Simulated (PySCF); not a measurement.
ClSi, SMILES [Si]Cl (connectivity only; charge and spin as stated), charge +1, multiplicity 1.

Coordinates come from a PBE-D3(BJ)/def2-TZVPD optimisation.

The numbers are results of B3LYP/def2-TZVPD run with PySCF, not measurements.

Gas-phase values at a fixed geometry.

Task: Estimate the frontier levels, gap, dipole moment and polarisability. (The exact figures need the calculation; the answer reports its results.)

Result: 
The highest occupied level is -16.00 eV and the lowest empty level is -9.82 eV. The orbital gap is 6.17 eV, the dipole moment about the centre of nuclear charge is 3.38 D and the mean static polarisability is 32.0 bohr³ (4.74 Å³). The polarisability, principal values is 26.8, 26.8, 42.4 bohr³.
